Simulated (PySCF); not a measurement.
Input file for PySCF: R-HF/3-21G on H3In (SMILES [InH3]), a point of a bond scan (R = 3.028 Å).

```python
from pyscf import gto, scf, dft, mp
from pyscf.data.elements import chemcore

mol = gto.M(
    atom='''
    In   -0.00000000    0.00000000    0.00000000
    H     1.20163505   -0.83016243    2.65303862
    H    -0.39135161    1.66043977   -0.29090875
    H    -0.29529699   -1.18606124   -1.22511332
    ''',
    basis='3-21g',
    charge=0, spin=0, verbose=3, max_memory=1800)
mf = scf.RHF(mol)
mf.conv_tol = 1e-8
mf.max_cycle = 100
mf.kernel()
if not mf.converged:
    mf = mf.newton().run(mf.mo_coeff, mf.mo_occ)
```

Output:

```
converged SCF energy = -5716.30809660441
```

Self-consistency was reached.

Cost: about 0.3 core-seconds (a rough figure).
